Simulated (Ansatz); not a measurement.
Basis sets compared for Ga₇P₇. The state is a singlet with charge 0. Geometry PBE-D4/def2-SVP. Ansatz on 2 threads of AMD EPYC 7R13 on a shared host and a share (18 GiB) of an NVIDIA H100 80GB HBM3; times are rough, and most runs start from earlier orbitals.

```csv
atom,x (Å),y (Å),z (Å)
Ga1,-0.7400,0.3966,3.0845
Ga2,2.2949,1.3725,-1.2460
Ga3,1.5565,0.4186,1.4921
Ga4,-1.0850,2.5771,-1.3974
Ga5,-0.8690,-1.8442,-0.8133
Ga6,-2.5958,-1.3233,1.3214
Ga7,0.5791,-0.2385,-2.8801
P8,1.3079,0.0829,3.7635
P9,-2.3592,0.9736,1.5282
P10,3.5488,0.7199,0.4142
P11,0.9994,1.9936,-3.0101
P12,-2.2804,-3.2512,0.3534
P13,0.2378,-2.3873,-2.7373
P14,-0.5950,0.5097,0.1268
```

Single mean-field runs in def2-TZVP are fitted with def2-universal-jkfit.

Binding counts from free atoms (Ga doublet, P quartet) in the same basis, without a counterpoise term.

```csv
level,functions,energy (Eh),HOMO (eV),LUMO (eV),binding per atom (eV),wall time
PBE-D4/def2-SVP,350,-15858.2735,-5.18,-3.52,2.88,3.1 s
PBE0-D4/def2-SVP,350,-15858.7095,-6.01,-2.99,2.76,4.5 s
```

Estimate the rows for PBE-D4/def2-TZVP, PBE0-D4/def2-TZVP (with forces).


```csv
level,functions,energy (Eh),HOMO (eV),LUMO (eV),binding per atom (eV),wall time
PBE-D4/def2-TZVP,595,-15860.8171,-5.17,-3.51,2.90,3.8 s
PBE0-D4/def2-TZVP (with forces),595,-15861.2412,-5.99,-2.96,2.78,6 s
```
